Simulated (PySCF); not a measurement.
## Structure from 2D NMR

Compound of formula C4H6F2O2Si. Correlations simulated from computed shifts and the bond graph:

HSQC (one-bond C–H):
```csv
δH,δC
5.42,89.1
4.77,80.8
3.91,55.7
```

COSY cross peaks (H two or three bonds apart, from the bond graph; peaks can be absent where the dihedral angle is near 90°):
```csv
δH,δH
5.42,4.94
5.42,4.77
```

HMBC (two and three bonds, from the bond graph):
```csv
δH,δC
5.42,"171.0, 80.8"
4.94,"171.0, 89.1, 80.8"
4.77,"171.0, 89.1"
3.91,171.0
```

Carbons without hydrogens: δ 171.0.

Calculated, not measured (PySCF 2.14.0 with density-fitted response routines): σ from GIAO-PBE0/pcSseg-1, GFN2-xTB structure. Rapidly exchanging positions averaged, no relativistic terms, single conformer, no solvent.

δ = σ(ref) − σ, references computed at the same level: ¹H (σ = 31.72 ppm), ¹³C (σ = 186.93 ppm) against TMS.

Exchangeable hydrogens are left out of these lists.

Q: Work out the connectivity.

A: `COC1=C[C@@H](F)[Si@@H](F)O1`.

Atoms are numbered as in `[CH3:1][O:2][C:3]1=[CH:4][C@@H:5]([F:6])[Si@@H:7]([F:8])[O:9]1`. Each H is labelled by its parent atom.

δC 171.0 is C3, an alkene carbon bearing oxygen. δC 89.1 is C5, an allylic sp3 CH bonded to F and Si (δH 5.42). δC 80.8 is C4, a β carbon of an enol-ether or enamine type C=C (δH 4.77). δC 55.7 is C1, a methyl carbon bonded to O (δH 3.91). HMBC from δH 5.42 reaches the proton-free carbon C3. HMBC from δH 4.94 reaches the proton-free carbon C3. HMBC from δH 4.77 reaches the proton-free carbon C3. HMBC from δH 3.91 reaches the proton-free carbon C3. COSY links 5.42–4.94, 5.42–4.77.

This is the structure that produced the data.

Shifts are as computed. Against solution values, carbons near 30 ppm lie about +3 ppm off and those near 130 ppm about +5 ppm. Of 1309 compounds with measured shifts, 239 miss one by over three times the rms of a fit or turn the order of signals round; such compounds aren't used in these exercises.
